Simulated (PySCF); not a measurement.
## Polarisability and C₆ of In²⁺ (indium, charge +2)

[Kr] 4d10 5s1, 2S determinant. Calculation: PySCF 2.14, in def2-TZVPPD with the def2 core potential (28 electrons); scalar relativity through the core potential. Coupled (time-dependent) response in atomic units; α is the mean over directions.

```json
{"method": "UHF", "mean α (bohr³)": "17.49", "C₆ (like pair)": "81.27", "S(−4)": "238.9"}
{"method": "PBE", "mean α (bohr³)": "13.10", "C₆ (like pair)": "62.14", "S(−4)": "108.5"}
{"method": "PBE0", "mean α (bohr³)": "13.89", "C₆ (like pair)": "65.25", "S(−4)": "128.7"}
{"method": "revPBE", "mean α (bohr³)": "13.39", "C₆ (like pair)": "63.52", "S(−4)": "114.9"}
{"method": "MN15", "mean α (bohr³)": "13.92", "C₆ (like pair)": "66.53", "S(−4)": "124.5"}
```

S(−4) is the Cauchy moment in α(ω) = α(0) + S(−4) ω² + …

α(iu) at UHF:

```tsv
u (hartree)	α(iu) (bohr³)
0	17.49
0.0500	16.92
0.100	15.44
0.200	11.76
0.300	8.876
0.500	5.757
0.750	4.058
1.00	3.171
1.50	2.198
2.00	1.643
3.00	1.022
5.00	0.4932
```

A single London oscillator, α(iu) = α/(1 + u²/ω²), gives C₆ = (3/4) ω α². Matching the computed C₆ needs ω = 4 × 81.27 / (3 × 17.49²) = 0.354 hartree.

For an ion, C₆ is the dispersion term alone; charge-induced terms of lower order in 1/R come first.

Energies and moments cover only the electrons outside the core potential.
